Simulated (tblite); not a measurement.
Compound: C₇H₁₄N₂.
SMILES: `CC(C)(C)N1CCC=N1`

Computed values, GFN2-xTB/tblite, gas phase, harmonic and unscaled. Against measured fundamentals such values can be off by several per cent, at times by over 20.

Harmonic wavenumbers (cm⁻¹): 64.4, 98.8, 163.0, 188.6, 213.4, 227.5, 242.9, 329.0, 331.3, 347.6, 432.0, 471.8, 520.0, 597.0, 744.8, 778.3, 840.5, 848.3, 887.4, 946.5, 955.0, 960.0, 976.6, 1020.1, 1027.8, 1029.1, 1050.7, 1113.4, 1119.9, 1148.7, 1194.5, 1210.8, 1231.2, 1253.9, 1263.4, 1270.8, 1329.6, 1392.7, 1398.1, 1418.6, 1463.3, 1474.6, 1485.5, 1490.4, 1491.8, 1500.5, 1503.0, 1510.5, 1664.9, 2892.3, 2949.7, 2963.7, 2980.9, 3025.6, 3035.9, 3037.9, 3040.0, 3041.7, 3044.3, 3049.2, 3049.8, 3066.7, 3158.2.

A = 2926, B = 1269, C = 1115 MHz; mass 126.116 u (most abundant isotopes); point group C1, symmetry number 1.

Q: What is the zero-point energy?

A: Half the sum of the wavenumbers: 44279 cm⁻¹ = 126.60 kcal/mol.

Q: What is S at 200 K and 1 bar for an ideal gas of classical rigid rotors and harmonic oscillators?

A: Translation 38.45, rotation 27.55, vibration 16.57: S = 82.6 cal/(mol K).

Q: And Cp and H(200 K) − H(0)?

A: Cp = 28.74 cal/(mol K), of which vibrations give 20.79 (their classical limit is 63 R = 125.2); H(200 K) − H(0) = 3.55 kcal/mol without the zero-point energy, 1.96 from vibrations.

Q: What must be added to the electronic energy to get the Gibbs energy at 200 K and 1 bar?

A: ZPE + [H(200 K) − H(0)] − T·S = 126.60 + 3.55 − 16.51 = 113.64 kcal/mol.

Q: How do the functions run with temperature in this model?

A: 
| T (K) | S (cal/(mol K)) | Cp (cal/(mol K)) | H − H(0) (kcal/mol) | G − H(0) (kcal/mol) | ln q(vib) |
| --- | --- | --- | --- | --- | --- |
| 150 | 75.1 | 23.6 | 2.24 | -9.02 | 2.20 |
| 250 | 89.6 | 34.2 | 5.12 | -17.27 | 4.66 |
| 298.15 | 96.1 | 39.9 | 6.91 | -21.74 | 5.88 |
| 400 | 109.5 | 52.2 | 11.60 | -32.21 | 8.54 |
| 600 | 134.7 | 72.1 | 24.14 | -56.67 | 13.92 |
| 900 | 168.0 | 91.8 | 48.97 | -102.21 | 21.92 |

q(vib) and H(0) count from the zero-point level.

Hindered rotation and anharmonicity are outside this model. The structure is chiral; the term R ln 2 for an equal mix with its mirror image is left out.
